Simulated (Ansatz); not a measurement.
C₄H₄, SMILES C=C1C=C1.

Coordinates come from a B3LYP-D3(BJ)/def2-SVP optimisation.

Two levels are set side by side: PBE/def2-SVPD (Ansatz, a first-principles code) and CAM-B3LYP/def2-SVPD (Ansatz). Energy differences of separate SCF runs at the same geometry; the states with an electron removed or added have multiplicity 2 and 2. Differences are taken from unrounded values.

| quantity | CAM-B3LYP |
|---|---|
| vertical ionisation energy (eV) | 8.26 |
| vertical singlet–triplet gap (eV) | 3.27 |

Question: What does PBE give, and how far is it from CAM-B3LYP? (An estimate is asked for; the answer gives what the named calculation found.)

Answer: 
```
quantity                            PBE  PBE minus CAM-B3LYP
---------------------------------  ----  -------------------
vertical ionisation energy (eV)    8.33                 0.07
vertical singlet–triplet gap (eV)  3.34                 0.07
```
